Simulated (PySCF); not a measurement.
# Two-component Hartree-Fock for V²⁺ (vanadium, charge +2)

Start: [Ar] 3d3; 3d5/2 filled at m_j = +1/2, +3/2, +5/2. Calculated with PySCF 2.14 in x2c-TZVPall-2c: generalised Hartree-Fock with the X2C-1e Hamiltonian and a Gaussian nucleus; one run each with spin-orbit coupling (SO) switched off, then screened by Boettger's factors. This is a chosen level, not necessarily the ground level.

| spinor shell | electrons | ε, spin-free (eV) | ε, screened SO (eV) | weight of nominal j (screened SO) | rms radius, screened SO (bohr) |
| --- | --- | --- | --- | --- | --- |
| 1s1/2 | 2 | -5537.0 | -5537.0 | 1.000 | 0.0768 |
| 2s1/2 | 2 | -673.66 | -673.67 | 1.000 | 0.332 |
| 2p1/2 | 2 | -562.29 | -567.05 | 0.992 | 0.301 |
| 2p3/2 | 4 | -562.29 | -559.97 | 0.996 | 0.304 |
| 3s1/2 | 2 | -103.99 | -104.00 | 1.000 | 1.02 |
| 3p3/2 | 4 | -71.505 | -72.054 | 0.835 | 1.11 |
| 3p1/2 | 2 | -71.505 | -70.441 | 0.669 | 1.10 |
| 3d5/2 | 3 | -30.169 | -30.161 | 0.791 | 1.43 |

```json
{"quantity": "E (hartree)", "spin-free": "-947.41216", "screened SO": "-947.41961"}
{"quantity": "M_J", "spin-free": "9/2", "screened SO": "9/2"}
{"quantity": "⟨J²⟩", "spin-free": "24.755", "screened SO": "24.755"}
{"quantity": "⟨L²⟩", "spin-free": "12.005", "screened SO": "12.008"}
{"quantity": "⟨S²⟩", "spin-free": "3.750", "screened SO": "3.750"}
```

Each row is a mean over spinors that exchange with the open shell spreads, by up to 10.166 eV (3p3/2).

Rows whose weight is well below 1 are mixtures of j = l ± 1/2: exchange outweighs spin-orbit coupling there, and the label is only the starting occupation.

Without spin-orbit coupling the j labels of p, d and f shells carry no meaning; the spin-free column gives the mean over the occupied spinors of each nl shell.
